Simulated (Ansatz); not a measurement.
Geometry optimisation, RKS BHLYP-D4/def2-SVP (Ansatz 0.2.0).

Input:

```yaml
crystal:
  periodic: [false, false, false]
  atoms:
    - { symbol: S, position_ang: [0.0722, 1.8375, 0.1852] }
    - { symbol: In, position_ang: [0.6305, -0.3683, -0.4919] }
    - { symbol: Cl, position_ang: [1.5635, -1.1168, 1.176] }
    - { symbol: Cl, position_ang: [-1.2541, -1.4414, -1.5813] }
    - { symbol: H, position_ang: [-0.9622, 1.0154, 0.6706] }
basis:
  gaussian: { orbitals: def2-SVP }
hamiltonian:
  xc: { name: BHLYP }
  dispersion: d4
relax:
  f_tol: 0.015
  max_steps: 40
output:
  orbitals: {}
```

Command:

```bash
$ ansatz run input.yaml --threads 1 --pin off --max-ram 2048MiB --backend cpu --events-out ev --progress --plain --runs-dir out
```

**Question.** Where does it end, and by what steps?

**Answer.** The run converged. After 14 steps the energy has fallen by 1.861 eV; H5 moved furthest, 1.12 Å.

```json
{"step": "0", "energy less start (eV)": "0.0000", "largest force component (eV/Å)": "5.734", "accepted": "yes"}
{"step": "1", "energy less start (eV)": "-1.0675", "largest force component (eV/Å)": "0.895", "accepted": "yes"}
{"step": "2", "energy less start (eV)": "-1.3627", "largest force component (eV/Å)": "0.629", "accepted": "yes"}
{"step": "3", "energy less start (eV)": "-1.5837", "largest force component (eV/Å)": "0.511", "accepted": "yes"}
{"step": "4", "energy less start (eV)": "-1.6674", "largest force component (eV/Å)": "0.443", "accepted": "yes"}
{"step": "5", "energy less start (eV)": "-1.7048", "largest force component (eV/Å)": "0.229", "accepted": "yes"}
{"step": "6", "energy less start (eV)": "-1.7424", "largest force component (eV/Å)": "0.169", "accepted": "yes"}
{"step": "7", "energy less start (eV)": "-1.7378", "largest force component (eV/Å)": "1.431", "accepted": "no"}
{"step": "8", "energy less start (eV)": "-1.7644", "largest force component (eV/Å)": "0.163", "accepted": "yes"}
{"step": "9", "energy less start (eV)": "-1.7858", "largest force component (eV/Å)": "0.454", "accepted": "yes"}
{"step": "10", "energy less start (eV)": "-1.8221", "largest force component (eV/Å)": "0.265", "accepted": "yes"}
{"step": "11", "energy less start (eV)": "-1.8540", "largest force component (eV/Å)": "0.185", "accepted": "yes"}
{"step": "12", "energy less start (eV)": "-1.8542", "largest force component (eV/Å)": "0.181", "accepted": "yes"}
{"step": "13", "energy less start (eV)": "-1.8601", "largest force component (eV/Å)": "0.049", "accepted": "yes"}
{"step": "14", "energy less start (eV)": "-1.8610", "largest force component (eV/Å)": "0.006", "accepted": "yes"}
```

```xyz
5
Properties=species:S:1:pos:R:3
S -0.118 1.757 0.712
In 0.323 -0.468 0.004
Cl 2.173 -1.653 0.768
Cl -1.094 -1.555 -1.495
H -1.233 1.845 -0.031
```

Time of the run: 66 s on 1 thread of Arm Neoverse V1 (shared host), peak memory 0.2 GiB.
